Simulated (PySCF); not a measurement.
BGeH7O3Si.
SMILES: `O[B](O)[GeH2][O][SiH3]`

A linear-response calculation (PySCF, def2-SVPD basis, gas phase, vertical, core orbitals frozen in the response) gave these numbers; the functional is withheld.

Orbital energies (eV): HOMO-3 -10.69, HOMO-2 -10.22, HOMO-1 -9.47, HOMO -9.42, LUMO 0.00, LUMO+1 0.36, LUMO+2 1.50.

```csv
state,E (eV),f,"main configurations (H = HOMO, L = LUMO)"
S1,6.30,0.0036,"H→L+1 (53%), H-1→L+1 (40%)"
S2,6.49,0.0006,"H-1→L+1 (52%), H→L+1 (38%)"
S3,7.09,0.164,"H→L (43%), H-1→L (42%), H-2→L (9%)"
S4,7.40,0.019,H-2→L+1 (65%)
S5,7.49,0.014,"H→L (32%), H-1→L (31%), H-3→L+1 (11%)"
S6,7.68,0.011,"H-3→L+1 (43%), H-1→L (11%), H→L (9%)"
```

Triplets, Tamm–Dancoff:

| state | E (eV) | λ (nm) | main configurations (H = HOMO, L = LUMO) |
| --- | --- | --- | --- |
| T1 | 5.49 | 225.9 | H-1→L+1 (39%), H→L+1 (36%), H-2→L+1 (13%) |
| T2 | 6.16 | 201.2 | H→L+1 (46%), H-1→L+1 (41%) |
| T3 | 6.83 | 181.6 | H-2→L+1 (45%), H-1→L+1 (10%) |
| T4 | 6.86 | 180.8 | H-1→L (39%), H→L (39%), H-2→L (11%) |

Vertical ionisation energy by ΔSCF with the same functional: 10.16 eV. Mean static polarisability: 83.8 au.

Problem. Name the functional.
A. CAM-B3LYP
B. PBE
C. PBE0
D. HF

Solution. A. CAM-B3LYP is range-separated, 19% exact exchange at short range and 65% at long range (ω = 0.33 bohr⁻¹). In this run −ε(HOMO) = 9.42 eV differs from the ΔSCF value by -0.75 eV, and S1 differs from the orbital gap of 9.42 eV by -3.12 eV. The ratio −ε(HOMO)/IP is 0.93. Small neutral molecules mostly give 0.85 to 0.93 with CAM-B3LYP, 0.5 to 0.7 with PBE, 0.7 to 0.83 with PBE0; with Hartree–Fock the ratio is 1 or more (Koopmans' value less the relaxation energy is the ΔSCF value).

Method: TDDFT CAM-B3LYP/def2-SVPD, vertical, gas phase, core orbitals frozen in the response (PySCF 2.14.0, density-fitted response routines). One conformer (not necessarily the lowest) at the PBE0-D3(BJ)/def2-SVP geometry, without solvent, vibrations or thermal averaging. The CAM-B3LYP/def2-SVPD calculation is non-relativistic and has no spin–orbit coupling, an omission that weighs most on germanium.

On one thread of an Arm Neoverse V2, no GPU, shared host with 96 logical CPUs at a one-minute load of 90, this took 3.8 min wall and 1.2 GiB of memory at its peak.

The values belong to the conformer `[OH:1][B:2]([OH:3])[GeH2:4][O:5][SiH3:6]`: O1–B2–Ge4–O5 65°, B2–Ge4–O5–Si6 -176°, H–O1–B2–O3 2°, H–O3–B2–O1 -1°.
